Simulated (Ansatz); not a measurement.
The first iterations of a band of ClH3Sn + FH (7 atoms, charge 0, multiplicity 1).

These are results of RKS PBE/def2-SVP in Ansatz 0.2.0, not measurements.

```yaml
movable_images: 5
climbing_image: yes
spring: 5.0 eV/Å²
optimiser: fire
start_path: through a guess of the saddle point
force_threshold: 0.03 eV/Å
iteration_limit: 60
end_points: relaxed
largest_step: 0.5 Å
```

Initial state:

```xyz
7
Properties=species:S:1:pos:R:3
Sn -0.013 -0.345 0.060
H -0.202 -0.734 1.722
H 1.599 -0.170 -0.502
Cl -1.100 1.793 -0.278
H -0.952 -1.377 -0.960
F 1.171 1.974 1.581
H 0.426 2.293 1.083
```

Final state:

```xyz
7
Properties=species:S:1:pos:R:3
Sn 0.254 0.357 -0.789
H -0.132 0.217 3.606
H 1.709 0.102 -1.669
Cl -1.083 1.916 -1.951
H -0.737 -0.966 -0.312
F 0.793 1.267 0.866
H 0.123 0.541 2.955
```

| iteration | highest image above the first end (eV) | largest band force component (eV/Å) |
| --- | --- | --- |
| 1 | 5.287 | 49.197 |
| 2 | 3.428 | 3.994 |
| 3 | 3.302 | 4.094 |
| 4 | 3.040 | 4.295 |
| 5 | 2.618 | 4.590 |
| 6 | 2.036 | 4.887 |
| 7 | 1.851 | 4.634 |
| 8 | 1.697 | 2.044 |
| 9 | 1.574 | 16.481 |
| 10 | 1.571 | 11.125 |
| 11 | 1.565 | 4.696 |
| 12 | 1.556 | 0.749 |
| 13 | 1.541 | 2.185 |
| 14 | 1.540 | 2.156 |
| 15 | 1.539 | 2.096 |
| 16 | 1.537 | 2.005 |
| 17 | 1.535 | 1.881 |
| 18 | 1.532 | 1.723 |
| 19 | 1.528 | 1.529 |
| 20 | 1.524 | 1.272 |

Question: Does the band converge within its limit, and where does its top end?

Answer: The run ended unconverged. It ended after 60 iterations with the highest image 1.161 eV above the first end. The band didn't meet its force threshold, so its energies are provisional: the largest band force was still 0.11 eV/Å, and over the last iterations the top stayed at 1.16 eV. The orbitals stay closed-shell, which can raise the energy where a bond breaks towards radicals; this wasn't checked here.

Time of the run: 7.6 min on 1 thread of Arm Neoverse V2, on a shared host, peak memory 0.13 GiB.
